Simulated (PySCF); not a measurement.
## How methods differ on the excitation energy of B²⁺

B²⁺ [He] 2s1 (2S) → B²⁺ [He] 2p1 (2P), as a difference of total energies. Calculation: PySCF 2.14, in dyall-acv3z (15s9p4d2f, 76 functions); the spin-free X2C one-electron Hamiltonian (Gaussian nucleus). Correlated levels: valence and next inner shell: nothing frozen; virtual orbitals above 40 to 60 times the deepest correlated orbital energy dropped. The calculations carry no spin-orbit coupling.

```csv
method,excitation energy (cm⁻¹)
UHF,48832
LDA,43242
PBE,42798
PBE0,44315
r2SCAN,43338
r2SCAN0,44725
M06-L,38319
B97-3,43116
M06-2X,46584
MP2 (valence and next inner shell),48737
SCS-MP2 (valence and next inner shell),48877
```
